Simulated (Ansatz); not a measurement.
This geometry of ClF5HTa (8 atoms, charge 0, multiplicity 1) is a first-order saddle point.

Method: RKS BLYP-D4/def2-SVP in Ansatz 0.2.0.

```xyz
8
Properties=species:S:1:pos:R:3
Ta -0.087 -0.214 0.125
F 1.959 0.254 0.407
F -0.230 0.129 1.987
F 0.453 -0.634 -1.646
F -0.588 1.531 -0.335
F -1.662 -1.217 0.040
Cl 1.361 -2.274 0.830
H 2.114 -0.893 0.681
```

Q: Which two structures does it join? (They come from a converged band through this point; their orientation in space is the band's.)

A: Bonds broken: Cl7–H8. Bonds formed: F2–H8.

Image 0:

```xyz
8
Properties=species:S:1:pos:R:3
Ta -0.063 0.098 0.067
F 1.781 0.548 0.282
F -0.223 0.256 1.959
F 0.394 -0.545 -1.666
F -0.900 1.693 -0.428
F -1.453 -1.190 0.115
Cl 1.322 -2.404 0.856
H 2.465 -1.775 0.902
```

Image 6:

```xyz
8
Properties=species:S:1:pos:R:3
Ta -0.177 -0.393 0.156
F 2.065 0.265 0.390
F -0.224 0.075 2.000
F 0.391 -0.728 -1.628
F -0.292 1.441 -0.269
F -1.926 -1.021 -0.001
Cl 1.056 -2.367 0.801
H 2.428 -0.591 0.641
```

Q: How far does it lie above each of them?

A: 0.45 eV above the first and 0.21 eV above the second. This is the barrier of this one path; another mechanism may lie lower. The orbitals stay closed-shell, which can raise the energy where a bond breaks towards radicals; this wasn't checked here.

The run took 3.1 min on 4 threads of Arm Neoverse N1, with other jobs on the host, peak memory 0.19 GiB.
